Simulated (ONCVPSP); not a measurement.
# Building the ONCV potential for Br (Z = 35) (PBE, scalar-relativistic).

Br (Z = 35), optimised norm-conserving Vanderbilt (ONCV), made with ONCVPSP 4.0.1 (PBE, scalar-relativistic). Core [Ar] 3d10, reference 4s2 4p5. Waves: 4s: rc 1.25 bohr, ncon 4, nbas 8, qcut 5.6 1/bohr, 2 projectors, debl 3.7 Ha; 4p: rc 1.65 bohr, ncon 4, nbas 7, qcut 4.4 1/bohr, 2 projectors, debl 2.7 Ha; d scattering state at 0.4 Ha: rc 1.30 bohr, ncon 3, nbas 8, qcut 6.4 1/bohr, 1 projector. Local part: polynomial inside 1.00 bohr (lpopt 4, dvloc0 0 Ha). Core correction: Teter function fitted to the true core (icmod 2), fcfact 0.5.

All-electron outer shells of the reference configuration (PBE, scalar-relativistic, ld1.x):

```tsv
shell	level (eV)	outermost node (bohr)	outermost maximum (bohr)
3p	-173.49	0.21	0.48
3d	-66.72	–	0.43
4s	-20.13	0.67	1.41
4p	-7.86	0.70	1.66
```

Q: Estimate the cutoffs (Ha) at which the residual kinetic energy of the hardest occupied pseudo-wave falls to 1 and 0.1 mHa per electron.

A: 13 Ha and 100 Ha.

Q: Does the potential have ghost states?

A: Ghosts flagged at negative energy: s at -481.2 eV; no localised positive-energy state flagged. A true bound ghost makes a file unfit for plane-wave use.

Q: Tests: 4s2 4p4; 4s2 4p3; 4s2 4p2; 4s2 4p4.5. Which has the largest error in its energy relative to the reference configuration, and how large is it?

A: 4s2 4p2, with -16 meV (all-electron minus pseudo) on +69.30 eV.
